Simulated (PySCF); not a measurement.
# Electronic absorption of C5H6F2O2

Species: C5H6F2O2.
SMILES with atom numbers: `[F:1][C@@H:2]1[O:3][CH2:4][C@@:5]12[CH2:6][O:7][C@@H:8]2[F:9]` (hydrogens: H10 on C2; H11, H12 on C4; H13, H14 on C6; H15 on C8)

Level of theory: PySCF, TDDFT CAM-B3LYP/def2-SVPD, vertical, gas phase, core orbitals frozen in the response. Geometry: PBE0-D3(BJ)/def2-SVP; no solvent, vibrations or thermal averaging.

Q: What does the calculation give for the low-lying excited states?

A: 

```tsv
state	E (eV)	λ (nm)	f	main configurations (H = HOMO, L = LUMO)
S1	7.91	156.8	0.0034	H→L+1 (58%), H→L (24%)
S2	7.96	155.7	0.0007	H-1→L+1 (80%)
S3	8.37	148.1	0.020	H-1→L (53%), H→L (23%)
S4	8.46	146.5	0.030	H→L (39%), H-1→L (27%), H→L+4 (11%)
S5	8.66	143.1	0.0080	H-2→L+1 (60%), H→L+2 (20%)
S6	8.72	142.2	0.014	H→L+2 (46%), H-2→L+1 (16%), H→L+3 (10%)
S7	8.91	139.2	0.0054	H-1→L+3 (38%), H-2→L (21%)
S8	8.98	138.0	0.0032	H→L+3 (48%), H-1→L+2 (11%)
S9	9.03	137.4	0.0029	H-2→L (50%), H-2→L+1 (9%), H-1→L+2 (9%)
S10	9.13	135.8	0.019	H-1→L+2 (49%), H-1→L+3 (21%)
```

Triplets, Tamm–Dancoff:

```json
{"state": "T1", "E (eV)": "7.60", "λ (nm)": "163.1", "main configurations (H = HOMO, L = LUMO)": "H→L+1 (45%), H-1→L+1 (20%)"}
{"state": "T2", "E (eV)": "7.63", "λ (nm)": "162.6", "main configurations (H = HOMO, L = LUMO)": "H-1→L+1 (50%), H→L+1 (14%)"}
{"state": "T3", "E (eV)": "8.11", "λ (nm)": "152.9", "main configurations (H = HOMO, L = LUMO)": "H→L (55%), H-1→L (19%)"}
{"state": "T4", "E (eV)": "8.18", "λ (nm)": "151.5", "main configurations (H = HOMO, L = LUMO)": "H-1→L (55%), H→L (18%)"}
```

The lowest singlet lies at 7.91 eV (157 nm, vacuum ultraviolet) and is very weak; its leading configuration is HOMO→LUMO+1 (58%). The strongest level in the table is S4 at 8.46 eV (146 nm, f = 0.030). Löwdin shares by element: HOMO oxygen 49% or more, carbon 19% or more, hydrogen 7% or more (atoms not listed hold the other 25%); LUMO carbon 30% or more, hydrogen 21% or more (atoms not listed hold the other 49%). Orbital energies (eV): HOMO-3 -11.43, HOMO-2 -10.70, HOMO-1 -10.18, HOMO -10.11, LUMO 1.06, LUMO+1 1.33, LUMO+2 1.65. Of the 10 states listed, 4 reach f = 0.01 and none stays under 0.0005. The listed states span 1.22 eV, and the widest gap between neighbours is 0.41 eV (S2 to S3). The window holds the lowest 10 singlets.

Time: 7.7 min; peak memory 1.4 GiB. Hardware: an Intel Xeon Platinum 8488C with one thread, shared host with 192 logical CPUs at a one-minute load of 42.
